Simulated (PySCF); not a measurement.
Br₂OSi.

```xyz
4

Si     0.0000     0.0000     0.8348
O      0.0000     0.0000     2.3627
Br     0.0000    -1.7909    -0.4370
Br     0.0000     1.7909    -0.4370
```
Charge 0, spin multiplicity 1.

Coordinates come from a B3LYP-D3(BJ)/def2-SVP optimisation.

The numbers are results of PBE/pcSseg-1 run with PySCF, not measurements. Non-relativistic, no solvent.

Question: Give the absolute GIAO shielding of each atom: isotropic value and principal components (ppm). (Estimate from the structure and the level; the computed values follow.)

Answer: 
| atom | σ(iso) | σ11 | σ22 | σ33 | span |
|---|---|---|---|---|---|
| Si1 | 318.3 | 117.9 | 291.2 | 545.6 | 427.7 |
| O2 | -134.3 | -351.9 | -55.7 | 4.6 | 356.5 |
| Br3 | 1993.1 | 1477.4 | 1724.5 | 2777.4 | 1300.0 |
| Br4 | 1993.1 | 1477.4 | 1724.5 | 2777.4 | 1300.0 |
